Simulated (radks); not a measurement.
Polarisability of the promethium ion Pm7+, [Kr] 4d10 4f3 5s2 5p3, at imaginary frequency. Method: scalar-relativistic Kohn-Sham, LDA (Slater exchange, VWN5 correlation), spin-polarised, spherical densities, finite nucleus; open shells are filled with parallel spins first (spin-orbit coupling, left out, can overturn this in heavy ions); Fermi nuclear charge, rms radius 4.962 fm; computed with a radial shooting solver on a logarithmic mesh with Libxc functionals. Response by self-consistent Sternheimer equations with the Hartree and adiabatic LDA kernel, the relativistic mass of each level held fixed and spin-orbit coupling left out.

| w (hartree) | alpha1(iw) (bohr^3) |
|---|---|
| 0.00266 | 2.951 |
| 0.0143 | 2.951 |
| 0.0360 | 2.949 |
| 0.0697 | 2.944 |
| 0.118 | 2.930 |
| 0.186 | 2.900 |
| 0.280 | 2.838 |
| 0.413 | 2.718 |
| 0.605 | 2.502 |
| 0.892 | 2.151 |
| 1.35 | 1.660 |
| 2.12 | 1.110 |
| 3.59 | 0.6278 |
| 6.94 | 0.2740 |
| 17.5 | 0.06862 |

Static values: alpha1 = 2.951 bohr^3 (0.4373 angstrom^3; uncoupled 5.044). C6 = 10.76, triple-dipole C9 = 22.19 atomic units. One-pole (London) frequency 4 C6 / (3 alpha1^2) = 1.647 hartree, against 3.750 for minus the highest occupied eigenvalue.
